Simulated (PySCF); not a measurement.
SiEt2(OAc)2, C₈H₁₆O₄Si.
SMILES: `CC[Si](CC)(OC(=O)C)OC(=O)C`

The closed-shell ground state was solved at several levels (PySCF, density fitting, gas phase, non-relativistic). Isolated species at its PBE0-D3(BJ)/def2-SVP geometry (one conformer only).

| level | basis functions | total energy (Eh) | HOMO (eV) | LUMO (eV) | gap (eV) | dipole (D) |
| --- | --- | --- | --- | --- | --- | --- |
| KT2/pcSseg-1 | 308 | -917.3131 | -6.32 | -0.95 | 5.37 | 1.71 |
| PBE0/pcSseg-1 | 308 | -904.1355 | -7.82 | 0.11 | 7.93 | 1.77 |

Problem. Estimate the row for B3LYP/def2-SVPD, a basis of 404 functions; the other rows only guide the guess.

Solution. Total energy -904.5483 Eh, HOMO -7.62 eV, LUMO -0.28 eV, gap 7.34 eV, dipole 1.91 D.

Problem. Over all these levels, which gives the widest orbital gap and which the narrowest?

Solution. PBE0/pcSseg-1 (global hybrid, 25 % exact exchange) has the widest, 7.93 eV, and KT2/pcSseg-1 (GGA) the narrowest, 5.37 eV. The two share the basis. From the narrowest to the widest the HOMO moves by -1.50 eV and the LUMO by +1.06 eV.

Problem. How far do the dipole and the HOMO energy spread over the levels?

Solution. The dipole runs from 1.71 to 1.91 D (mean 1.80 D) and the HOMO from -7.82 to -6.32 eV.
